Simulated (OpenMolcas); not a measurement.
**Nd4+: from CASSCF to CASPT2**

| Quantity | Value |
| --- | --- |
| Program | OpenMolcas 26.06 |
| Basis | ANO-RCC-VTZP [8s7p5d3f2g1h] |
| Scalar Hamiltonian | DKH2, point nucleus |
| Active space | 2 electrons in 7 orbitals (4f) |
| State averaging | 2S+1 = 3 even, 21 roots; 2S+1 = 1 even, 28 roots |
| Spin-orbit coupling | RASSI with atomic mean-field integrals over the reference wave functions, term energies averaged over their components |

Methods on the same reference wave functions:
A. CASSCF
B. SS-CASPT2, IPEA 0.25 Eh, imaginary shift 0.1 Eh (closed shells correlated: 5s 5p)
C. XMS-CASPT2, IPEA 0.25 Eh, imaginary shift 0.1 Eh (closed shells correlated: 5s 5p)

Energies in cm-1 above 4f2 3H4, the measured ground level; measured values from the list in Carvajal Gallego et al., Mon. Not. R. Astron. Soc. 518, 332 (2023).

```csv
Level,A,B,C,Measured
4f2 3H4,0.0,0.0,0.0,0.0
4f2 3H5,2983,3010,3010,2834
4f2 3H6,6097,6110,6120,5743
4f2 3F2,7775,6490,6710,5894
4f2 3F3,9708,8470,8690,7785
4f2 1D2,26943,23550,23380,20551
4f2 1I6,32224,29940,29660,26088
4f2 3P0,33503,29260,29000,25051
4f2 3P1,34367,30180,29920,25893
4f2 3P2,36004,31880,31620,27479
4f2 1S0,73486,63170,63170,
```

Deviations, from unrounded energies. A percentage is the sum of absolute deviations over the sum of measured energies, with the sign that they share, or ± where signs differ.

```tsv
Against measurement	Levels	A	B	C
mean absolute deviation (cm-1)	9	4700	2400	2300
fine structure of the ground term (%)	2	+5.9	+6.3	+6.5
other terms of the ground configuration (%)	7	+30.1	+15.2	+14.6
```

B, C lie about equally close to measurement and A furthest from it. The largest miss of C in the table is 4f2 3P2, by +4100 cm-1. The ranking rests on the paired levels alone, and a cruder setting can come out closer through cancelling errors.

Between B and C the level of the table that moves most is 4f2 1I6, by 280 cm-1 (lowest in C, highest in B). Moves below CASPT2's spread within the term are not significant.

The mean deviations of B to C differ by less than CASPT2's widest spread within a term (800 cm-1), so their order carries little weight.

From A to B the spin-free energies of the other terms of 4f2 shown, above 3H, scale by factors of 0.81 to 0.92, as is usual when dynamic correlation screens the repulsion within a d or f shell.

The lowest spin-free term lies below A's lowest term by 0.237 hartree in B, 0.240 hartree in C.

Term energies are means over components that CASPT2 splits; among the terms shown or strongly mixed into the levels shown the widest spread is 800 cm-1 (4f2 1I, B). Without dynamic correlation excited terms often stand tens of per cent too high (terms of higher spin than the ground term too low), and those without a measured partner can miss by more than the paired ones (holds for A). Some levels mix across a computed gap that differs much from the measured one, so their mixing is not that of the real levels (holds for A). Some terms miss by over 15 % even with CASPT2, which points to a basis or an active space too small for the shells correlated (holds for B; C). Measured partners are found by configuration, term and J. A level has none where our copy of the source lacks it or the pairing is in doubt (some pairs that miss far off the trend of their configuration count as doubtful), and it then counts in no deviation. Levels of configurations outside the active space are missing. Levels that lie high or do not pair safely by name in every column are left out.
